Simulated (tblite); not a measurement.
Species: C6H9GaO2Si.
Geometry (GFN2-xTB, Å), atoms numbered from 1 in this order:
```
atom  x, y, z in Å
C1    -0.2058   -2.3862   -1.2457
C2    -0.2474   -1.0939   -0.9204
Ga3    0.8006    0.6113   -1.2567
O4     2.1699    0.9466   -0.2246
Si5    3.4058    1.0895    0.8215
C6    -1.2068   -0.5197   -0.0010
C7    -2.2782   -0.9128    0.7518
C8    -2.7445    0.2432    1.4254
C9    -1.9363    1.2678    1.0460
O10   -1.0025    0.8225    0.1805
H11    0.5286   -2.7677   -1.9362
H12   -0.9058   -3.1038   -0.8381
H13    0.5862    1.7145   -2.3224
H14    4.4265    0.1117    0.4375
H15    2.8841    0.8174    2.1652
H16    3.8952    2.4655    0.7089
H17   -2.6867   -1.9004    0.8213
H18   -3.5731    0.2959    2.1026
H19   -1.9195    2.3080    1.3072
```

Computed with GFN2-xTB (tblite): harmonic, unscaled wavenumbers at the GFN2-xTB geometry, gas phase. The method is semi-empirical: single wavenumbers can be off by several per cent or more. Modes of hydrogen on gallium and silicon can be 10 to 20 % off. One conformer, not necessarily the lowest. The optimisation stopped once no atom felt more than 0.01 eV/Å.

Lowest wavenumbers of the output (negative numbers stand for imaginary wavenumbers):
```
mode    cm-1
  1     -34.0
  2      19.5
  3      40.1
  4      77.7
  5     105.3
  6     113.6
  7     138.6
  8     170.5
  9     224.9
 10     289.8
```

Q: Is this structure a minimum?

A: Not by this Hessian. 1 mode is imaginary beyond 20i (34i cm⁻¹), so at this level the point lies at or near a first-order saddle. The curvature is small, so loose convergence or finite differences may be the whole cause.

Q: Which atoms move in the imaginary mode?

A: 34i: H14 (Si–H hydrogen) 33 %, H15 (Si–H hydrogen) 33 %, H16 (Si–H hydrogen) 32 %. These are shares of the mass-weighted motion.

Q: What is the remedy?

A: Step along that mode in both directions, optimise again with tighter thresholds and repeat the frequencies. The zero-point energy of this point (76.6 kcal/mol) counts the 50 real modes alone, and thermal corrections from it aren't those of a minimum.
